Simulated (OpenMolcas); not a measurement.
**Lines of Xe3+: computed and rescaled rates**

```yaml
Program: OpenMolcas
Method: "SS-CASPT2, IPEA 0.25 Eh, imaginary shift 0.1 Eh (closed shells correlated: 4d 5s)"
Basis: ANO-RCC-VTZP [7s6p4d2f1g]
Scalar_Hamiltonian: DKH2, point nucleus
Active_space: 3 electrons in 3 orbitals (5p)
State_averaging: 2S+1 = 4 odd, 1 root; 2S+1 = 2 odd, 8 roots
Spin-orbit_coupling: state interaction with AMFI integrals over the reference wave functions, term energies averaged over their components
```

Rates come from the transition moments of the reference wave functions (E1 and E2 in the length form). At fixed line strength A goes as λ^-3 for E1 and M1 and as λ^-5 for E2, so a rate at the computed wavelength can be rescaled to the measured one. Measured vacuum wavelengths follow from level energies in Saloman, J. Phys. Chem. Ref. Data 33, 765 (2004). Branching counts decays inside the model space alone, at computed energies, and the table is only a selection of the E2 and M1 lines, drawn from those between levels with measured partners whose computed energy lies within a factor of 1.5 of the measured one.

| Upper | Lower | Type | λ computed (nm) | λ measured (nm) | A computed (s-1) | A rescaled (s-1) | Branching % |
| --- | --- | --- | --- | --- | --- | --- | --- |
| 5s² 5p³ ²D°_5/2 | 5s² 5p³ ²D°_3/2 | M1 | 2670 | 2356 | 4.49e-01 | 6.54e-01 | 23.2 |
| 5s² 5p³ ²P°_3/2 | 5s² 5p³ ²P°_1/2 | M1 | 1618 | 1314 | 1.63e+00 | 3.04e+00 | 1.4 |
| 5s² 5p³ ²D°_3/2 | 5s² 5p³ ⁴S°_3/2 | M1 | 710.5 | 753.7 | 1.49e+01 |  | 99.7 |
| 5s² 5p³ ²P°_1/2 | 5s² 5p³ ²D°_3/2 | M1 | 665.4 | 677.1 | 8.96e+00 |  | 18.0 |
| 5s² 5p³ ²P°_1/2 | 5s² 5p³ ²D°_3/2 | E2 | 665.4 | 677.1 | 1.05e+00 | 9.62e-01 | 2.1 |
| 5s² 5p³ ²P°_3/2 | 5s² 5p³ ²D°_5/2 | M1 | 572.7 | 551.3 | 1.65e+01 |  | 13.7 |
| 5s² 5p³ ²P°_3/2 | 5s² 5p³ ²D°_5/2 | E2 | 572.7 | 551.3 | 2.52e+00 | 3.05e+00 | 2.1 |
| 5s² 5p³ ²D°_5/2 | 5s² 5p³ ⁴S°_3/2 | M1 | 561.2 | 571.1 | 1.28e+00 |  | 65.9 |
| 5s² 5p³ ²D°_5/2 | 5s² 5p³ ⁴S°_3/2 | E2 | 561.2 | 571.1 | 2.11e-01 |  | 10.9 |
| 5s² 5p³ ²P°_3/2 | 5s² 5p³ ²D°_3/2 | M1 | 471.5 | 446.8 | 5.68e+01 |  | 47.0 |
| 5s² 5p³ ²P°_3/2 | 5s² 5p³ ²D°_3/2 | E2 | 471.5 | 446.8 | 1.39e+00 | 1.82e+00 | 1.1 |
| 5s² 5p³ ²P°_1/2 | 5s² 5p³ ⁴S°_3/2 | M1 | 343.6 | 356.7 | 3.89e+01 |  | 78.0 |
| 5s² 5p³ ²P°_1/2 | 5s² 5p³ ⁴S°_3/2 | E2 | 343.6 | 356.7 | 7.54e-01 |  | 1.5 |
| 5s² 5p³ ²P°_3/2 | 5s² 5p³ ⁴S°_3/2 | M1 | 283.4 | 280.5 | 4.19e+01 |  | 34.7 |

Spin-changing lines and M1 lines between different terms are not rescaled, since their strength hangs on the term gaps too.

The largest correction is for 5s² 5p³ ²P°_3/2 → 5s² 5p³ ²P°_1/2 (M1): 1.63e+00 × (1618 / 1314)^3 = 3.04e+00 s-1, a factor of 1.87.

No measured rate stands beside these. Rescaling mends the energy factor alone: line strengths can still be far off where a level mixes with configurations outside the active space, and weak or spin-changing lines hang on small mixing coefficients that depend on the term gaps too, so rescaling need not improve them.

CASPT2 does not keep the components of a term degenerate, so their means are used; among the terms shown or strongly mixed into the levels shown the widest spread is 81 cm-1 (5s² 5p³ ²P°). With the s shell closed, the reference lacks s² → p² mixing. Computed and measured levels are paired by configuration, term and J; levels that our copy of the source lacks, or whose pairing is in doubt (as where it misses far off the trend of its configuration), stay unpaired. Only configurations of the active space appear.

° marks odd parity.
